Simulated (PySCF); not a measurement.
**CoF⁺ at PBE**

Level: PBE. basis Co def2-TZVPPD, F def2-TZVPPD; no relativity; PySCF 2.14.

* state: quartet, unpaired electrons σ ↑, π ↑, δ ↑, a mixture of terms (⟨Lz²⟩ = 4.8)
* bond length: 1.712 Å
* harmonic wavenumber: 712 cm⁻¹
* force constant: 4.29 mdyn/Å
* rotational constant Be: 0.4003 cm⁻¹
* anharmonicity ωexe: 4.21 cm⁻¹
* vibration–rotation constant αe: 0.00316 cm⁻¹
* bond order (Mayer): 1.10
* dipole moment (positive dipole points towards F; it is taken about the centre of mass and depends on that origin): -4.66 D

De is left out where the level can put another filling of the metal’s s and d shells below the measured ground configuration, by anything from nothing to about 1 eV. With d or f electrons several states lie close, and the lowest PBE0 determinant need not be the measured ground state.
